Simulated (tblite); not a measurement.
A geometry optimisation, step by step.

Species: C5H13GeNSi.
Numbering: `[SiH3:1]/[N:2]=[CH:3]\[CH2:4][GeH2:5][CH:6]1[CH2:7][CH2:8]1` (hydrogens: H9, H10, H11 on Si1; H12 on C3; H13, H14 on C4; H15, H16 on Ge5; H17 on C6; H18, H19 on C7; H20, H21 on C8)

Computed with GFN2-xTB (tblite), gas phase: L-BFGS steps from a force-field or distance-geometry start until the largest atomic force falls under 0.01 eV/Å. 9 of its 166 geometries are shown.

Step 0: E = -648.9562 eV, largest atomic force 2.223 eV/Å
```
atom  x, y, z in Å  |  force x, y, z in eV/Å
Si1     3.558    0.204   -0.392    0.487   0.252  -1.129
N2      2.171    0.811   -1.307    0.878  -0.557   1.001
C3      1.065    0.909   -0.714   -0.012   0.552  -1.165
C4      0.755    0.591    0.668   -1.313   1.194   1.339
Ge5    -0.387   -1.011    0.700   -0.243  -0.730  -0.064
C6     -1.618   -0.759   -0.803   -0.029   0.788  -0.065
C7     -2.359    0.583   -0.715    0.272  -0.827   1.344
C8     -3.086   -0.729   -0.527   -0.963   0.353  -1.208
H9      4.436    1.337   -0.041   -0.292  -0.055   0.018
H10     3.225   -0.534    0.825    0.206  -0.214   0.002
H11     4.339   -0.642   -1.327   -0.402   0.129   0.219
H12     0.219    1.293   -1.333    0.369  -0.241   0.466
H13     0.070    1.404    1.058    0.528  -0.607  -0.282
H14     1.587    0.538    1.367   -0.050   0.019  -0.327
H15     0.438   -2.291    0.483   -0.192   0.270   0.269
H16    -1.237   -1.038    2.004    0.421  -0.103  -0.406
H17    -1.235   -0.950   -1.820   -0.418  -0.294   0.634
H18    -2.434    1.125   -1.652   -0.304   0.094   0.492
H19    -2.225    1.142    0.248   -0.099  -0.146  -1.258
H20    -3.796   -0.956   -1.358    0.655  -0.144   0.758
H21    -3.493   -1.009    0.461    0.501   0.269  -0.637
```

Step 21: E = -649.5276 eV, largest atomic force 0.170 eV/Å
```
atom  x, y, z in Å  |  force x, y, z in eV/Å
Si1     3.724    0.132   -0.400    0.006   0.021  -0.070
N2      2.272    0.726   -1.099    0.002  -0.036   0.026
C3      1.131    0.951   -0.634    0.048   0.094   0.039
C4      0.657    0.692    0.744   -0.062  -0.007   0.025
Ge5    -0.419   -0.991    0.681    0.010   0.010   0.002
C6     -1.690   -0.718   -0.791    0.012  -0.004   0.038
C7     -2.466    0.570   -0.743    0.040   0.016  -0.054
C8     -3.177   -0.724   -0.579    0.063  -0.098   0.022
H9      4.476    1.349   -0.090    0.056  -0.025   0.004
H10     3.662   -0.705    0.815   -0.030   0.047  -0.075
H11     4.292   -0.643   -1.501    0.016  -0.019   0.046
H12     0.375    1.372   -1.306    0.066  -0.041   0.003
H13    -0.017    1.492    1.058    0.065  -0.026   0.051
H14     1.494    0.612    1.436   -0.076  -0.019  -0.007
H15     0.476   -2.190    0.517   -0.031   0.026  -0.053
H16    -1.151   -1.161    1.994   -0.009   0.023  -0.011
H17    -1.342   -1.027   -1.771   -0.034  -0.002   0.050
H18    -2.610    1.122   -1.655   -0.018   0.098  -0.138
H19    -2.348    1.198    0.130   -0.068   0.011   0.017
H20    -3.800   -1.077   -1.389   -0.011   0.010   0.065
H21    -3.547   -0.964    0.406   -0.047  -0.079   0.020
```

Step 41: E = -649.5616 eV, largest atomic force 0.095 eV/Å
```
atom  x, y, z in Å  |  force x, y, z in eV/Å
Si1     3.807    0.126   -0.414   -0.011   0.016  -0.017
N2      2.346    0.785   -1.024   -0.032  -0.029  -0.010
C3      1.204    0.998   -0.559    0.015   0.091   0.024
C4      0.686    0.711    0.800    0.016  -0.019  -0.052
Ge5    -0.443   -0.932    0.664    0.044  -0.002   0.034
C6     -1.732   -0.686   -0.790    0.001   0.011  -0.014
C7     -2.579    0.557   -0.809   -0.033  -0.010   0.015
C8     -3.213   -0.771   -0.569   -0.056   0.047   0.009
H9      4.657    1.286   -0.155    0.005   0.005   0.037
H10     3.716   -0.715    0.789    0.023   0.005   0.043
H11     4.314   -0.678   -1.523   -0.038  -0.026  -0.012
H12     0.460    1.438   -1.232    0.021   0.007  -0.016
H13     0.039    1.529    1.125    0.047  -0.046   0.023
H14     1.493    0.568    1.516   -0.032  -0.003  -0.033
H15     0.427   -2.135    0.415   -0.005   0.009   0.010
H16    -1.144   -1.143    1.988   -0.016   0.010  -0.019
H17    -1.385   -1.028   -1.757    0.021  -0.012  -0.040
H18    -2.756    1.058   -1.751    0.018  -0.040   0.033
H19    -2.503    1.232    0.033   -0.023   0.005  -0.024
H20    -3.823   -1.200   -1.349   -0.002  -0.004  -0.035
H21    -3.578   -0.984    0.425    0.036  -0.015   0.043
```

Step 62: E = -649.5739 eV, largest atomic force 0.046 eV/Å
```
atom  x, y, z in Å  |  force x, y, z in eV/Å
Si1     3.821    0.118   -0.398   -0.004  -0.012   0.011
N2      2.392    0.848   -1.003    0.001  -0.006   0.013
C3      1.251    1.070   -0.540    0.002   0.010   0.011
C4      0.723    0.708    0.795    0.007  -0.002   0.006
Ge5    -0.449   -0.900    0.630    0.001   0.039  -0.025
C6     -1.752   -0.671   -0.817   -0.009  -0.010  -0.006
C7     -2.649    0.536   -0.835    0.021   0.000   0.001
C8     -3.225   -0.810   -0.557   -0.002   0.016  -0.003
H9      4.729    1.243   -0.176    0.002  -0.014  -0.009
H10     3.745   -0.686    0.836   -0.006   0.027  -0.011
H11     4.231   -0.750   -1.498    0.005  -0.012  -0.009
H12     0.529    1.570   -1.194   -0.001   0.002  -0.001
H13     0.116    1.523    1.191   -0.009  -0.008  -0.009
H14     1.533    0.489    1.488    0.004   0.015   0.010
H15     0.396   -2.121    0.394    0.007  -0.011   0.008
H16    -1.165   -1.082    1.948   -0.006  -0.010   0.008
H17    -1.409   -1.013   -1.786   -0.011   0.005  -0.002
H18    -2.859    1.005   -1.786   -0.006  -0.017   0.017
H19    -2.584    1.237   -0.014   -0.007  -0.013   0.001
H20    -3.839   -1.278   -1.313    0.010   0.012   0.008
H21    -3.544   -1.020    0.455    0.002  -0.012  -0.019
```

Step 82: E = -649.5787 eV, largest atomic force 0.043 eV/Å
```
atom  x, y, z in Å  |  force x, y, z in eV/Å
Si1     3.812    0.091   -0.394    0.009   0.009  -0.038
N2      2.409    0.881   -0.980   -0.008   0.004   0.037
C3      1.268    1.119   -0.524   -0.018  -0.010   0.004
C4      0.709    0.739    0.794    0.009   0.017  -0.005
Ge5    -0.435   -0.887    0.602    0.012   0.022  -0.027
C6     -1.740   -0.664   -0.845   -0.003  -0.002   0.006
C7     -2.661    0.524   -0.808   -0.001  -0.013   0.002
C8     -3.207   -0.841   -0.569    0.022  -0.035  -0.012
H9      4.809    1.157   -0.284   -0.030  -0.006  -0.008
H10     3.742   -0.629    0.887   -0.009  -0.010   0.039
H11     4.118   -0.867   -1.454   -0.009  -0.006   0.000
H12     0.565    1.649   -1.176    0.009  -0.007  -0.006
H13     0.070    1.538    1.173    0.039   0.000   0.004
H14     1.501    0.528    1.511   -0.007   0.022  -0.002
H15     0.435   -2.096    0.407   -0.003  -0.019  -0.030
H16    -1.181   -1.073    1.903    0.001  -0.002   0.033
H17    -1.400   -0.968   -1.829   -0.010   0.008   0.020
H18    -2.903    1.019   -1.737    0.011   0.007   0.008
H19    -2.594    1.195    0.038   -0.014  -0.001  -0.007
H20    -3.820   -1.295   -1.333   -0.006   0.009  -0.006
H21    -3.506   -1.101    0.438    0.007   0.013  -0.014
```

Step 103: E = -649.5876 eV, largest atomic force 0.067 eV/Å
```
atom  x, y, z in Å  |  force x, y, z in eV/Å
Si1     3.745    0.011   -0.373   -0.026  -0.015   0.000
N2      2.409    0.910   -0.960    0.006  -0.009   0.009
C3      1.276    1.197   -0.510    0.017   0.006  -0.008
C4      0.700    0.826    0.801    0.011   0.024  -0.015
Ge5    -0.379   -0.840    0.573    0.010  -0.007   0.039
C6     -1.696   -0.613   -0.856   -0.010   0.018  -0.001
C7     -2.698    0.500   -0.742   -0.066   0.006   0.007
C8     -3.148   -0.915   -0.623   -0.001  -0.010  -0.015
H9      4.870    0.928   -0.525    0.005   0.013  -0.014
H10     3.723   -0.487    1.014   -0.010  -0.003   0.007
H11     3.796   -1.137   -1.277    0.015   0.000  -0.004
H12     0.603    1.761   -1.164    0.002  -0.010   0.008
H13     0.030    1.608    1.157   -0.011   0.012   0.012
H14     1.480    0.650    1.539    0.000  -0.024  -0.013
H15     0.519   -2.014    0.298    0.023   0.005   0.019
H16    -1.091   -1.093    1.882   -0.001  -0.016  -0.002
H17    -1.324   -0.812   -1.854    0.003  -0.003  -0.024
H18    -2.968    1.053   -1.630    0.017   0.010  -0.022
H19    -2.695    1.102    0.156    0.002   0.010   0.016
H20    -3.716   -1.344   -1.436   -0.002  -0.004   0.004
H21    -3.447   -1.273    0.352    0.016  -0.002  -0.001
```

Step 124: E = -649.5898 eV, largest atomic force 0.017 eV/Å
```
atom  x, y, z in Å  |  force x, y, z in eV/Å
Si1     3.731   -0.015   -0.373   -0.006   0.000  -0.001
N2      2.405    0.894   -0.964    0.001   0.002   0.007
C3      1.282    1.207   -0.506   -0.014  -0.005  -0.003
C4      0.707    0.851    0.810    0.007   0.002  -0.006
Ge5    -0.372   -0.815    0.575    0.008  -0.003  -0.014
C6     -1.690   -0.586   -0.858    0.002   0.006  -0.002
C7     -2.727    0.495   -0.732    0.001   0.006  -0.002
C8     -3.134   -0.935   -0.640   -0.006  -0.002   0.005
H9      4.867    0.882   -0.570   -0.003  -0.005  -0.001
H10     3.715   -0.470    1.029    0.001  -0.005  -0.002
H11     3.758   -1.191   -1.243    0.005   0.007   0.000
H12     0.612    1.777   -1.159    0.009   0.000   0.001
H13     0.049    1.642    1.171    0.000  -0.010  -0.003
H14     1.489    0.660    1.542    0.001   0.002   0.003
H15     0.550   -1.969    0.293   -0.007   0.004   0.004
H16    -1.086   -1.105    1.875   -0.003   0.011   0.012
H17    -1.309   -0.756   -1.859    0.006   0.001   0.004
H18    -2.998    1.055   -1.614   -0.002   0.003  -0.003
H19    -2.747    1.081    0.177   -0.003   0.001   0.003
H20    -3.686   -1.369   -1.460   -0.001  -0.002  -0.010
H21    -3.426   -1.314    0.329    0.003  -0.015   0.006
```

Step 144: E = -649.5926 eV, largest atomic force 0.036 eV/Å
```
atom  x, y, z in Å  |  force x, y, z in eV/Å
Si1     3.723   -0.075   -0.385   -0.019  -0.001   0.003
N2      2.422    0.874   -0.968    0.000  -0.005   0.008
C3      1.312    1.228   -0.507   -0.002  -0.001  -0.013
C4      0.731    0.903    0.814    0.023   0.020  -0.016
Ge5    -0.379   -0.741    0.589    0.015  -0.032   0.008
C6     -1.674   -0.512   -0.862   -0.008  -0.009   0.008
C7     -2.804    0.463   -0.686    0.009  -0.015   0.003
C8     -3.084   -1.001   -0.692    0.006   0.005  -0.003
H9      4.882    0.784   -0.607    0.021   0.005  -0.005
H10     3.715   -0.519    1.020   -0.010  -0.003   0.005
H11     3.700   -1.259   -1.244    0.002   0.012  -0.001
H12     0.657    1.810   -1.163    0.013   0.005   0.006
H13     0.084    1.709    1.161   -0.008   0.004  -0.002
H14     1.504    0.710    1.554    0.019  -0.012  -0.010
H15     0.514   -1.931    0.358   -0.005   0.029  -0.009
H16    -1.120   -0.982    1.883   -0.026   0.000   0.024
H17    -1.261   -0.583   -1.862   -0.008  -0.005   0.007
H18    -3.113    1.051   -1.538   -0.003  -0.003   0.005
H19    -2.886    0.989    0.256   -0.006  -0.012  -0.002
H20    -3.588   -1.431   -1.545    0.002   0.014  -0.017
H21    -3.346   -1.469    0.247   -0.013   0.005   0.001
```

Step 165: E = -649.5956 eV, largest atomic force 0.008 eV/Å
```
atom  x, y, z in Å  |  force x, y, z in eV/Å
Si1     3.715   -0.132   -0.401   -0.001   0.004   0.003
N2      2.441    0.851   -0.989   -0.001  -0.001   0.001
C3      1.346    1.244   -0.526   -0.003  -0.004   0.002
C4      0.767    0.954    0.805    0.001   0.000   0.003
Ge5    -0.396   -0.662    0.633   -0.002  -0.003   0.007
C6     -1.671   -0.447   -0.835   -0.001   0.006   0.002
C7     -2.887    0.414   -0.635    0.002  -0.002  -0.003
C8     -3.039   -1.063   -0.757    0.005   0.000  -0.001
H9      4.899    0.700   -0.602    0.003   0.002   0.003
H10     3.678   -0.590    0.999   -0.004  -0.002  -0.005
H11     3.677   -1.302   -1.277   -0.002  -0.002   0.000
H12     0.708    1.844   -1.183    0.003   0.002   0.003
H13     0.152    1.785    1.148   -0.001   0.002  -0.005
H14     1.546    0.746    1.536    0.005   0.001   0.000
H15     0.467   -1.880    0.445    0.004   0.000  -0.001
H16    -1.159   -0.843    1.927    0.005   0.003  -0.003
H17    -1.225   -0.410   -1.822    0.000  -0.004  -0.007
H18    -3.219    1.037   -1.452    0.000   0.002  -0.002
H19    -3.044    0.856    0.340   -0.004  -0.002   0.002
H20    -3.469   -1.465   -1.663   -0.008   0.000   0.001
H21    -3.297   -1.621    0.132   -0.001  -0.003   0.001
```

Q: Summarise the path.

A: The energy falls by 0.6394 eV from step 0 to step 165; nine tenths of that is first reached at step 23. It falls at every step. The largest force goes from 2.223 to 0.008 eV/Å. Among the bonds Si1–N2 changes most, from 1.769 to 1.713 Å; the atoms move by 0.584 Å rms after alignment.

Q: Follow the three bonds and two angles with the largest change from start to end.

A: 
| step | E above end (eV) | largest force (eV/Å) | Si1–N2 (Å) | Ge5–H16 (Å) | C4–H13 (Å) | Si1–N2–C3 (°) | Ge5–C6–C7 (°) |
| --- | --- | --- | --- | --- | --- | --- | --- |
| 0 | 0.6394 | 2.223 | 1.769 | 1.557 | 1.133 | 118.1 | 111.8 |
| 7 | 0.1864 | 0.358 | 1.726 | 1.502 | 1.093 | 126.7 | 113.3 |
| 14 | 0.1086 | 0.184 | 1.719 | 1.513 | 1.094 | 130.0 | 114.9 |
| 22 | 0.0646 | 0.152 | 1.718 | 1.513 | 1.093 | 133.4 | 115.7 |
| 29 | 0.0501 | 0.101 | 1.713 | 1.510 | 1.091 | 135.4 | 116.9 |
| 36 | 0.0393 | 0.086 | 1.714 | 1.512 | 1.089 | 135.7 | 118.0 |
| 43 | 0.0309 | 0.104 | 1.714 | 1.512 | 1.091 | 135.0 | 119.4 |
| 50 | 0.0250 | 0.042 | 1.715 | 1.512 | 1.091 | 134.7 | 120.3 |
| 57 | 0.0226 | 0.041 | 1.714 | 1.514 | 1.090 | 134.9 | 120.2 |
| 65 | 0.0209 | 0.041 | 1.715 | 1.511 | 1.091 | 134.9 | 119.7 |
| 72 | 0.0200 | 0.031 | 1.714 | 1.512 | 1.091 | 135.0 | 119.2 |
| 79 | 0.0183 | 0.041 | 1.714 | 1.512 | 1.090 | 135.3 | 118.9 |
| 86 | 0.0157 | 0.068 | 1.712 | 1.514 | 1.090 | 135.6 | 118.6 |
| 93 | 0.0131 | 0.044 | 1.713 | 1.514 | 1.091 | 135.3 | 118.4 |
| 100 | 0.0097 | 0.051 | 1.713 | 1.512 | 1.090 | 134.9 | 118.4 |
| 108 | 0.0068 | 0.038 | 1.713 | 1.513 | 1.090 | 134.5 | 119.1 |
| 115 | 0.0062 | 0.014 | 1.713 | 1.512 | 1.090 | 134.5 | 119.2 |
| 122 | 0.0058 | 0.016 | 1.713 | 1.512 | 1.090 | 134.6 | 119.1 |
| 129 | 0.0055 | 0.016 | 1.713 | 1.513 | 1.090 | 134.5 | 119.1 |
| 136 | 0.0047 | 0.023 | 1.713 | 1.512 | 1.090 | 134.6 | 119.1 |
| 143 | 0.0033 | 0.042 | 1.713 | 1.510 | 1.090 | 134.9 | 119.1 |
| 151 | 0.0013 | 0.020 | 1.713 | 1.512 | 1.090 | 134.4 | 119.4 |
| 158 | 0.0003 | 0.019 | 1.713 | 1.512 | 1.090 | 134.7 | 119.4 |
| 165 | 0.0000 | 0.008 | 1.713 | 1.513 | 1.090 | 134.7 | 119.3 |

The cost below is that of the whole relaxation. Hardware: one thread, Arm Neoverse N1 (aarch64), no GPU (shared host). Cost: 2.4 s wall.
